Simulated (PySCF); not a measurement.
Compound: C₅H₇O₃ (doublet state).
Structure used (GFN2-xTB), in Å, numbered top down from 1:
```xyz
15
C5H7O3 angstrom
C      1.935    0.356    0.368
C      1.094   -0.138   -0.825
C     -0.356   -0.118   -0.539
C     -1.144   -1.055    0.318
O     -2.290   -0.294    0.652
C     -2.199    0.940    0.114
O     -3.013    1.797    0.231
O     -1.049    1.063   -0.579
H      2.988    0.352    0.099
H      1.645    1.368    0.635
H      1.792   -0.290    1.230
H      1.389   -1.157   -1.079
H      1.286    0.511   -1.680
H     -1.460   -1.969   -0.207
H     -0.622   -1.359    1.239
```

The hyperfine couplings belong to this conformer and change with its torsions.

As a line formula: `CC[C]1COC(=O)O1` [radical].

Computed with UKS B3LYP, pcH-1 on C H O, non-relativistic, mean-field spin-orbit, GIAO (PySCF). The structure is a single GFN2-xTB conformer in the gas phase; no vibrational or solvent corrections. Couplings are sensitive to structure, and on GFN2-xTB geometries they can be far from those on DFT ones. Stability of the SCF solution: not tested.

(1) Break the g tensor into its mass correction, gauge correction and orbital-Zeeman/spin–orbit terms.

(2) What are the electron Larmor frequencies g μB B/h along the three axes at 1200 mT?

(3) Average each term over the three axes. Which is largest in size?

(4) In a frozen sample, at which fields do the three g values resonate at 9.5, 34, 94 and 263 GHz (hyperfine left aside), and which band first spreads them over more than twice a line width of 0.3 mT?

Answers

(1) 
| Δg (ppm) | 1 | 2 | 3 |
| --- | --- | --- | --- |
| relativistic mass correction | -189 | -189 | -189 |
| gauge correction | -2 | 36 | 36 |
| orbital Zeeman/spin–orbit | -26 | 861 | 1775 |
| total | -217 | 708 | 1622 |

So g = 2.00210, 2.00303, 2.00394 and g_iso = 2.00302; the tensor is rhombic: the two nearest values differ by 50 % of g3 − g1. 

(2) 33.6263, 33.6418, 33.6572 GHz for g1, g2 and g3, a range of 30.9 MHz.

(3) The orbital-Zeeman/spin–orbit term 870, the mass correction -189 and the gauge correction 23 ppm, for a total of 704 ppm. The orbital-Zeeman/spin–orbit term is the largest in size. The mass correction is the same along every axis, so the anisotropy comes from the other two: their spans along these axes are 38 (gauge) and 1801 ppm (orbital Zeeman/spin–orbit).

(4) 
```csv
band,GHz,B(g3) mT,B(g2) mT,B(g1) mT,spread mT
X,9.5,338.71,338.86,339.02,0.31
Q,34.0,1212.22,1212.78,1213.34,1.11
W,94.0,3351.44,3352.97,3354.52,3.08
J,263.0,9376.90,9381.18,9385.51,8.61
```

The spread grows in proportion to the frequency. Q band is the first where it exceeds 0.6 mT.

Largest spin populations (Mulliken): C3 (+0.88), C4 (-0.07) and C2 (-0.06). C3 is the only atom above +0.15. The angles at C3 add up to 355.3°, so it is nearly planar.

The HOMO–LUMO gaps are 5.93 eV among the α and 6.71 eV among the β orbitals.

The run took 86 s of wall time (grids of density and orbitals included) on an Arm Neoverse V1 with one thread, shared host with 32 logical CPUs at a one-minute load of 27, and the process peaked at 0.96 GiB of memory.
